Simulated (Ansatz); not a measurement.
All numbers were calculated with Ansatz.

C2H6BFO (`BC(O)CF`) at its PBE0-D4/def2-TZVP geometry, where that method's forces vanish. Charge 0, multiplicity 1.

```
atom   x (Å)   y (Å)   z (Å)
  B1   1.310   0.371   0.302
  C2   0.071  -0.334  -0.308
  O3   0.238  -0.643   1.145
  C4  -1.255   0.347  -0.488
  F5  -1.300   0.860  -1.768
  H6   2.378  -0.162   0.212
  H7   1.199   1.483   0.723
  H8   0.174  -1.236  -0.908
  H9   0.641  -1.512   1.237
 H10  -2.099  -0.343  -0.373
 H11  -1.358   1.169   0.226
```

Q: For each bond, give half the difference of the two atoms' forces along it (eV/Å; positive pushes the atoms apart) under PBE-D4, r2SCAN-D4, B3LYP-D4, ωB97M-V in def2-TZVPP. (Best estimate.)

A: The calculation gave: 
```tsv
bond	length (Å)	PBE-D4	r2SCAN-D4	B3LYP-D4	ωB97M-V
B1–C2	1.551	0.17	0.15	0.18	0.16
B1–O3	1.700	0.23	0.26	0.36	0.21
B1–H6	1.197	0.00	-0.07	-0.13	-0.12
B1–H7	1.194	0.03	-0.06	-0.14	-0.14
C2–O3	1.495	0.40	0.43	0.39	0.22
C2–C4	1.502	-0.10	-0.02	0.04	0.09
C2–H8	1.088	0.05	-0.10	-0.15	-0.16
O3–H9	0.963	0.37	-0.03	-0.12	-0.12
C4–F5	1.379	0.52	0.35	0.41	0.28
C4–H10	1.096	0.07	-0.08	-0.13	-0.15
C4–H11	1.093	0.09	-0.07	-0.14	-0.15
```

B3LYP here is the variant with VWN-RPA as its local correlation; programs differ in this.
